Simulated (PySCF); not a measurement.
Compound: [OsF6]2- (charge -2 and triplet state).
Bonds: Os1–F2, Os1–F3, Os1–F4, Os1–F5, Os1–F6, Os1–F7.

Computed with PySCF, PBE0-D3(BJ)/def2-SVP geometry optimisation, gas phase, def2 core potentials past Kr.

Task: What internal coordinates does the optimisation give?

Result: 
```csv
bond,length (Å)
Os1–F2 and 3 like bonds,1.981
"Os1–F4, Os1–F5",1.927
```

Bonds in one row agree within 0.01 Å and their mean is given. A selection of angles:
```csv
angle,degrees
F2–Os1–F3,180.0
F2–Os1–F4,90.1
```

Os1 (osmium bonded to 6 F) is octahedral (the three widest angles are 180.0°, 180.0° and 180.0°, the others run from 89.9° to 90.1°). The 6 F–Os bonds span 1.927 Å (Os1–F4) to 1.981 Å (Os1–F2), a spread of 0.054 Å.

Point group: D4h (every atom within 0.08 Å of its image). Whether it is a minimum is left open (no frequencies). ⟨S²⟩ = 2.005 (exact for a triplet: 2.00). Whether so highly charged an anion holds all its electrons in the gas phase wasn't checked; a finite basis holds them in any case. The ion is multiply charged and computed without counter-ions or solvent.

Time: 36 s. Hardware: one thread of an x86-64 server, on a shared host. That covers the optimisation of the geometry.

Caution for open-shell metal species: one SCF solution and one stationary point were followed, and a lower state or a bent or distorted shape isn't ruled out.
